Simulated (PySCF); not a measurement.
C4H8Se.
Atom-mapped SMILES: `[CH3:1]/[CH:2]=[CH:3]/[Se:4][CH3:5]` (hydrogens: H6, H7, H8 on C1; H9 on C2; H10 on C3; H11, H12, H13 on C5)

All values: CAM-B3LYP/def2-SVPD (PySCF, non-relativistic), on one gas-phase PBE0-D3(BJ)/def2-SVP geometry that isn't relaxed in the solvent. The solvent is an IEF-PCM continuum (van der Waals radii × 1.2), and excitations are vertical TDDFT with non-equilibrium linear response and a frozen core. Specific hydrogen bonds and non-electrostatic terms are outside this model. Spin–orbit coupling is left out although an atom past zinc is present.

Gas-phase singlets (H = HOMO, L = LUMO):

```
state  E (eV)  λ (nm)      f         leading configurations
   S1   4.676     265  0.000              H→L 81%, H→L+7 8%
   S2   5.546     224  0.021           H→L+1 59%, H→L+3 31%
   S3   5.636     220  0.308                      H→L+2 97%
   S4   5.645     220  0.012           H→L+3 61%, H→L+1 26%
   S5   6.401     194  0.000  H→L+6 51%, H→L+5 20%, H→L 11%
```

Q: Give the list for cyclohexane (ε = 2.017), n² = 2.04.

A: 
```
state  E (eV)  λ (nm)      f         leading configurations  change by rank (eV)
   S1   4.707     263  0.000                        H→L 81%               +0.031
   S2   5.528     224  0.038           H→L+1 51%, H→L+3 39%               -0.018
   S3   5.559     223  0.407                      H→L+2 96%               -0.077
   S4   5.654     219  0.006           H→L+3 50%, H→L+1 35%               +0.009
   S5   6.487     191  0.001  H→L+6 50%, H→L+5 21%, H→L 11%               +0.086
```

Q: Give the list for water (ε = 78.36), n² = 1.78.

A: 
```csv
state,E (eV),λ (nm),f,leading configurations,change by rank (eV)
S1,4.805,258,0.000,H→L 80%,+0.129
S2,5.533,224,0.045,"H→L+1 62%, H→L+2 26%",-0.013
S3,5.641,220,0.403,"H→L+3 82%, H→L+2 16%",+0.005
S4,5.719,217,0.003,"H→L+2 51%, H→L+1 26%, H→L+3 10%",+0.074
S5,6.502,191,0.016,H→L+4 98%,+0.101
```

Q: The ground-state energy changes by -0.146 eV from gas to water. By how much does the total energy of gas-phase S1 change?

A: E(S1) = E(S0) + excitation energy, so it changes by -0.146 + 0.129 = -0.017 eV: it is lowered less than the ground state, which is what a blue shift means. This is the vertical state, with the slow part of the continuum still set for S0.

Q: How do the frontier levels move from gas to water?

A: 
```
orbital  gas (eV)  solvent (eV)  change (eV)                   Löwdin shares, gas               Löwdin shares, solvent
 LUMO+2      1.41          1.43        +0.02   C3 31 %, C2 29 %, Se4 16 %, C1 6 %  Se4 38 %, C2 13 %, C1 11 %, C3 11 %
 LUMO+1      1.25          1.25         0.00    Se4 61 %, C1 11 %, H6 4 %, H7 4 %                     Se4 80 %, C3 4 %
   LUMO      0.87          0.98        +0.11  Se4 66 %, C5 10 %, H13 5 %, H12 5 %                     Se4 72 %, C5 9 %
   HOMO     -7.04         -7.12        -0.08   Se4 53 %, C2 16 %, C3 15 %, C5 7 %   Se4 51 %, C2 16 %, C3 16 %, C5 6 %
 HOMO-1     -9.75         -9.76        -0.01   C3 35 %, Se4 22 %, C2 21 %, C1 6 %   C3 34 %, Se4 23 %, C2 20 %, C1 6 %
 HOMO-2    -10.19        -10.19         0.00   Se4 57 %, C5 13 %, C3 13 %, C2 6 %   Se4 56 %, C5 13 %, C3 12 %, C2 6 %
 HOMO-3    -11.03        -10.90        +0.13  C3 20 %, Se4 19 %, C5 18 %, C2 12 %  C3 19 %, Se4 18 %, C5 17 %, C2 13 %
```

The HOMO–LUMO gap goes from 7.92 to 8.09 eV. Rows go by rank; for LUMO+1 and LUMO+2 the atom shares or the degeneracy differ between the runs, so the row needn't follow one orbital.

Shape of the structure used: `[CH3:1]/[CH:2]=[CH:3]/[Se:4][CH3:5]`: C2–C3–Se4–C5 0°.
